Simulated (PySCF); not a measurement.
BO, multiplicity 2. Atoms are numbered in the order given.

```xyz
2

B      0.0000     0.0000    -0.7399
O      0.0000     0.0000     0.4624
```
Charge 0, spin multiplicity 2.

The structure is a stationary point at B3LYP-D3(BJ)/def2-TZVPD.

Level of theory: r2SCAN/def2-TZVPD (PySCF).

Mulliken values depend strongly on the basis, most of all with diffuse functions as here. ESP charges are fitted to the potential on shells at 1.4 to 2.0 van der Waals radii. Atomic charges (e):

```json
[
 {"atom": "B1", "Mulliken": "0.23", "ESP fit": "?", "Mulliken spin": "1.02"},
 {"atom": "O2", "Mulliken": "-0.23", "ESP fit": "?", "Mulliken spin": "-0.02"}
]
```

What belongs in the gaps? (Estimate from the structure and the level; the computed values follow.)


- B1, ESP fit: 0.41
- O2, ESP fit: -0.41
